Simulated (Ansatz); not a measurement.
O2Si, triplet, geometry from GFN2-xTB (a higher spin typed on purpose: for a closed-shell molecule this is an excited state); PBE/6-311G** run with Ansatz (an electronic-structure program).

The Ansatz input:
Ansatz 0.2 input:
```yaml
crystal:
  periodic: [false, false, false]
  atoms:
    - {symbol: O, position_ang: [-1.25209476, 0.43857993, -0.24641232]}
    - {symbol: Si, position_ang: [-0.03540361, -0.36887068, 0.27017815]}
    - {symbol: O, position_ang: [1.31405109, 0.20694376, -0.22639944]}
basis:
  gaussian:
    orbitals: 6-311G__.json
hamiltonian:
  xc: pbe
magnetization: {spin_polarized: true, initial_magnetization: 2}
accuracy: high
```
The basis file holds 6-311G** in the JSON format of the Basis Set Exchange.

It wrote (shortened):

```
Functional definition: PBE
1067 factors; integrals over basis functions are off by at most 3.9e-9 eV
mean field evaluation 1: about -11954.2828 eV, gradient 4.8e1 eV
mean field evaluation 2: about -11902.0689 eV, gradient 1.2e2 eV
mean field evaluation 4: about -11962.4116 eV, gradient 4.5e0 eV
mean field evaluation 8: about -11962.4995 eV, gradient 4.1e-2 eV
mean field evaluation 16: about -11962.4995 eV, gradient 7.7e-6 eV
mean field evaluation 32: about -11962.0001 eV, gradient 5.1e-1 eV
mean field -11962.49949797 eV, -439.6137480771 hartree, gradient 4.9e-8 eV, S^2 2.004677; 4 other end points of the search recorded, 0 dependent functions left out
reference -11962.49950121 eV, -439.6137481959 hartree; 16, 14 occupied and 47, 49 virtual orbitals, 1067 factors
Total energy: -11962.49950121 eV, -439.6137481959 hartree
```
